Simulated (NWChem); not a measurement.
# CH3ClOSi, singlet; SMILES CO[Si]Cl

```xyz
7

Si     1.1237     0.1022     0.0001
Cl    -0.4759     1.5053     0.0000
O      0.3205    -1.3359    -0.0002
C     -1.0158    -1.7716     0.0001
H     -1.7176    -0.9227    -0.0037
H     -1.1952    -2.3944    -0.8900
H     -1.1972    -2.3879     0.8943
```
Atoms are numbered in this order, from 1.

Low-valent species are run as closed-shell singlets; no triplet was tried in these runs. Structure relaxed at the PBE0/def2-SVP level.

List the 6 lowest vertical singlet excitations from PBE/6-31+G* (spherical d), full TDDFT (NWChem).


```csv
state,energy (eV),oscillator strength,leading excitation (squared amplitude)
S1,4.49,0.052,HOMO → LUMO (0.91)
S2,4.91,0.004,HOMO−2 → LUMO (0.96)
S3,5.34,0.043,HOMO−1 → LUMO (0.91)
S4,5.36,0.012,HOMO−3 → LUMO (0.95)
S5,6.05,0.036,HOMO−4 → LUMO (0.74)
S6,6.32,0.063,HOMO → LUMO+2 (0.39)
```
